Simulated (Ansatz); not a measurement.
This geometry of CHOSSi (5 atoms, charge -1, multiplicity 1) is a first-order saddle point.

The calculation used RKS PBE0-D4/def2-SVP in Ansatz.

```xyz
5
Properties=species:S:1:pos:R:3
O 0.980 1.444 0.117
C 0.123 0.383 0.092
Si -0.205 -1.171 -0.353
S -1.407 -2.793 -0.442
H 0.508 2.138 0.586
```

Problem. Which two structures does it join? (They come from a converged band through this point; their orientation in space is the band's.)

Solution. No bond is made or broken. The dihedral H5–O1–C2–Si3 goes from 92 to -93°. The two ends are copies of one structure, up to a mirror image or an exchange of like atoms.

Initial state:

```xyz
5
Properties=species:S:1:pos:R:3
O 1.012 1.394 0.291
C 0.356 0.232 0.242
Si -0.420 -0.972 -0.675
S -1.314 -2.756 -0.287
H 0.366 2.102 0.429
```

Final state:

```xyz
5
Properties=species:S:1:pos:R:3
O 1.006 1.415 0.193
C 0.323 0.324 -0.165
Si -0.356 -1.178 0.251
S -1.343 -2.659 -0.730
H 0.370 2.098 0.451
```

Problem. How far does it lie above each of them?

Solution. 0.264 eV above the first and 0.264 eV above the second. This is the barrier of this one path; another mechanism may lie lower. Limits of this set-up: an anion without diffuse functions, the dipole of an ion depends on the origin.

The run took 110 s on 1 thread of Arm Neoverse V1, with other jobs on the host, peak memory 0.13 GiB.
